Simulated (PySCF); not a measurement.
**Calculated properties of `c1cc2ccc(C(F)=O)cc2cc1`**

C11H7FO.
SMILES with atom numbers: `[O:1]=[C:2]([F:3])[c:4]1[cH:5][cH:6][c:7]2[cH:8][cH:9][cH:10][cH:11][c:12]2[cH:13]1` (hydrogens: H14 on C5; H15 on C6; H16 on C8; H17 on C9; H18 on C10; H19 on C11; H20 on C13)

Some functional groups and rings: benzene ring and C–F bond.

PBE0-D3(BJ)/def2-SVP geometry optimisation, gas phase (PySCF):

- Point group: Cs
- Rotational constants A, B, C: 2.177, 0.482, 0.395 GHz

PBE0/def2-SVPD ground state and vertical TDDFT (core frozen in the response) (PySCF):

- Dipole moment: 4.59 D
- HOMO energy: -6.94 eV
- LUMO energy: -2.23 eV
- HOMO–LUMO gap: 4.71 eV
- Lowest singlet excitation: 3.97 eV (313 nm, f = 0.055)
- Strongest line among the 10 lowest singlet transitions: S4 at 5.40 eV (230 nm, f = 0.914)
- Lowest triplet excitation (Tamm–Dancoff): 2.84 eV
- Static isotropic polarisability: 136.8 au
- Electronic spatial extent ⟨r²⟩ about the centre of nuclear charge: 2586 bohr²

PBE0/pcSseg-1 ground state and GIAO shieldings, non-relativistic (PySCF):

- Lowest Hirshfeld atomic charge: -0.23 e on O1
- Highest Hirshfeld atomic charge: +0.23 e on C2
- 13C chemical shifts (computed TMS as zero) by class: 163.5 (C2), 139.9 (C7), 139.2 (C13), 136.2 (C11), 135.5 (C12), 135.3 (C9), 134.1 (C6), 133.7 (C8), 133.7 (C5), 132.6 (C10), 126.7 (C4) ppm
- 1H chemical shifts (computed TMS as zero) by class: 8.71 (H20), 8.45 (H14), 8.14 (H19), 8.06 (H15), 8.04 (H16), 7.86 (H17), 7.79 (H18) ppm
- Isotropic shieldings of nuclei other than C and H, by class: -93 (O1), 167 (F3) ppm
- Mayer bond orders between heavy atoms: O1–C2 2.04, C2–F3 0.98, C2–C4 1.02, C4–C5 1.26, C5–C6 1.56, C6–C7 1.26, C7–C8 1.28, C8–C9 1.55, C9–C10 1.31, C10–C11 1.55, C11–C12 1.27, C12–C13 1.25, C13–C4 1.43, C12–C7 1.25

From B3LYP/pcJ-1 indirect spin-spin coupling, non-relativistic, gas phase; spin–dipole term left out for some pairs (PySCF):

- Largest of the computed one-bond spin–spin couplings (means over like bonds): 19F–13C -406.2 (F3–C2), 13C–1H +174.6 (C5–H14), 13C–1H +171.0 (C13–H20), 13C–1H +169.1 (C10–H18), 13C–1H +168.8 (C6–H15), 13C–1H +168.2 (C11–H19), 13C–1H +168.2 (C8–H16), 13C–1H +167.9 (C9–H17) Hz

Monoisotopic mass (most abundant isotopes): 174.0481 u.

The rotational constants make it an asymmetric top with κ = (2B − A − C)/(A − C) = -0.90, nearer the prolate limit (−1). The polarisability is 20.28 Å³ as a volume (1 au = 0.148185 Å³), or 1.52 au for each of the 90 electrons. In wavenumbers S1 is 32000 cm⁻¹ (1 eV = 8065.54 cm⁻¹). The vertical singlet–triplet gap S1 − T1 is 1.13 eV (TDDFT singlet less Tamm–Dancoff triplet; S1: HOMO→LUMO, weight 0.84; T1: HOMO→LUMO, weight 0.82).

Conformer computed: `[O:1]=[C:2]([F:3])[c:4]1[cH:5][cH:6][c:7]2[cH:8][cH:9][cH:10][cH:11][c:12]2[cH:13]1`: O1–C2–C4–C5 0°.

One conformer stands for the species.
